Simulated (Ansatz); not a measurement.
Gas-phase electronic energies from Ansatz, PBE0-D4/def2-TZVP geometries. CBS: MP2 limit from def2 TZ/QZ plus the TZ coupled-cluster correction, frozen cores. This one scheme is used for every species. DFT in def2-TZVPP. One conformer a species, not always the lowest.

`C[SiH](F)BS` + `N[SiH2]F` → `C[SiH](F)N[SiH2]F` + `BS`  (cleavage of the Si–B bond)

`C[SiH](F)BS`:

Z-matrix (Å, degrees):
```
C
Si 1 1.863
H 1 1.093 2 110.4
H 1 1.094 2 110.7 3 -118.9
H 1 1.092 2 111.6 3 120.5
F 2 1.611 1 107.9 3 -54.9
B 2 2.007 1 114.0 3 -176.8
H 2 1.492 1 109.3 3 60.8
S 7 1.763 2 123.7 1 -28.9
H 7 1.195 2 123.3 1 153.3
H 9 1.346 7 100.6 2 2.7
```

`N[SiH2]F`:

Cartesian coordinates in Å:
```
N 0.476 -0.069 0.931
Si -0.323 -0.072 -0.565
F -0.312 1.337 -1.332
H 1.479 -0.101 0.999
H 0.057 0.323 1.757
H -1.748 -0.393 -0.330
H 0.370 -1.025 -1.460
```

`C[SiH](F)N[SiH2]F`:

Z-matrix (Å, degrees):
```
C
Si 1 1.850
H 1 1.094 2 110.9
H 1 1.092 2 110.8 3 119.6
H 1 1.092 2 110.7 3 -120.1
F 2 1.603 1 107.1 3 -63.2
N 2 1.719 1 111.6 3 57.6
H 2 1.481 1 114.1 3 179.0
Si 7 1.710 2 128.0 1 140.0
H 7 1.011 2 116.2 1 -39.0
F 9 1.601 7 111.7 2 -96.5
H 9 1.478 7 108.6 2 21.3
H 9 1.480 7 110.0 2 146.2
```

`BS`:

Z-matrix (Å, degrees):
```
B
S 1 1.765
H 1 1.192 2 115.8
H 1 1.190 2 121.4 3 -180.0
H 2 1.344 1 99.2 3 180.0
```

```tsv
species	PBE0-D4 energy (Eh)
`C[SiH](F)BS`	-853.83766
`N[SiH2]F`	-446.38705
`C[SiH](F)N[SiH2]F`	-875.56131
`BS`	-424.69639
```

Question: Work out ΔE.

Answer: ΔE = (-875.56131) + (-424.69639) − (-853.83766) − (-446.38705) = -0.03299 Eh = -86.6 kJ/mol. CCSD(T)/CBS gives -97.1 kJ/mol.

Largest T1 diagnostic among the species: 0.015.

From PBE to PBE0 (25 % exact exchange), in def2-TZVPP and without D4, ΔE moves by −7.1 kJ/mol. In def2-TZVPP, CCSD(T) changes the Hartree–Fock value by +13.6 kJ/mol (the triples alone add +1.9 kJ/mol) and MP2 by +8.4 kJ/mol. Leaving LDA and LC-ωPBE aside and taking each functional with its dispersion term where it has one, the values, not all of them listed here, spread over 23.3 kJ/mol, from BHLYP-D4 to PBE-D4. LDA lies −3.5 kJ/mol from PBE without D4.
